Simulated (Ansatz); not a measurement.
Task: Name a neutral molecule of Al, Ge, Si and H with LUMO energy (B3LYP/def2-TZVPP) between -2.60 and -2.30 eV and LUMO energy (PBE0/def2-TZVPP) between -2.45 and -2.15 eV (Ansatz, PBE0-D4/def2-TZVP geometry).

Result: `[AlH2][SiH2][GeH3]` (-2.38 eV, -2.20 eV); `[SiH3][AlH][GeH3]` (-2.54 eV, -2.37 eV). Other molecules can fit too; these were computed, each in one conformer that needn't be the lowest.

B3LYP here is the variant with VWN-RPA as its local correlation; programs differ in this.
